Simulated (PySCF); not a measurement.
# Bond curve of MoN

Set-up: Mo cc-pVDZ-PP with ECP28, N cc-pVDZ; scalar-relativistic core potentials (PySCF 2.14). Energies in eV from Mo (4d5 5s1) + N in their ground configurations at the same level. State: ⁴Σ⁻ (quartet), unpaired electrons σ ↑, δ ↑↑.

```
R (Å)    PBE0
1.399  -2.693
1.464  -3.905
1.529  -4.573
1.578  -4.806
1.627  -4.866
1.676  -4.794
1.741  -4.560
1.822  -4.153
1.920  -3.628
2.050  -2.982
```

Problem. Put a parabola through the three lowest points of the PBE0 curve and estimate Re, k and ωe (reduced mass 12.25 u; 1 eV/Å² = 0.16022 mdyn/Å; ωe = 1302.8·√(k/μ) cm⁻¹).

Solution. Through R = 1.578, 1.627, 1.676 Å the second-order coefficient is 27.5 eV/Å², so Re ≈ 1.625 Å, k ≈ 8.81 mdyn/Å and ωe ≈ 1105 cm⁻¹. A polynomial fit of higher order to the unrounded PBE0 energies gives Re = 1.622 Å, k = 9.03 mdyn/Å, ωe = 1119 cm⁻¹; anharmonicity and rounding make the difference.

The higher-order fit for each curve: PBE0: Re = 1.622 Å, ωe = 1119 cm⁻¹, De = 4.87 eV.

The metal atom is held in its measured ground configuration; semilocal functionals can put another filling of s and d lower by some tenths of an eV, and De to that atom would be smaller. ⟨S²⟩ of the unrestricted solution departs from its pure value on part of the curve, where spin states mix. Spin–orbit coupling is left out, which matters for elements this heavy, above all for dissociation energies. The state is the lowest single determinant that the PBE0 search found; with open d or f shells the true ground state can be another one.
